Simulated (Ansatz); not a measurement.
`CN[SiH2]OC` → `CC(O)N[SiH3]`  (isomerisation)

Computed with Ansatz on PBE0-D4/def2-TZVP structures; ΔE is electronic, products minus reactants. CBS: MP2 limit from def2 TZ/QZ plus the TZ coupled-cluster correction, frozen cores. Functionals use def2-TZVPP. One conformer a species, not always the lowest.

CCSD(T)/CBS gives +93.2 kJ/mol.

(1) Another level gave +96.6 kJ/mol. Which?
A. SCS-MP2/def2-TZVPP
B. HF/def2-TZVPP
C. PBE-D4/def2-TZVPP
D. CCSD(T)/def2-TZVPP

Largest T1 diagnostic among the species: 0.011.

Answers

(1) A. SCS-MP2/def2-TZVPP 96.6, HF/def2-TZVPP 105.0, PBE-D4 86.1, CCSD(T)/def2-TZVPP 91.8 kJ/mol.

In def2-TZVPP, CCSD(T) changes the Hartree–Fock value by −13.2 kJ/mol (the triples alone add −2.1 kJ/mol) and MP2 by −11.1 kJ/mol.
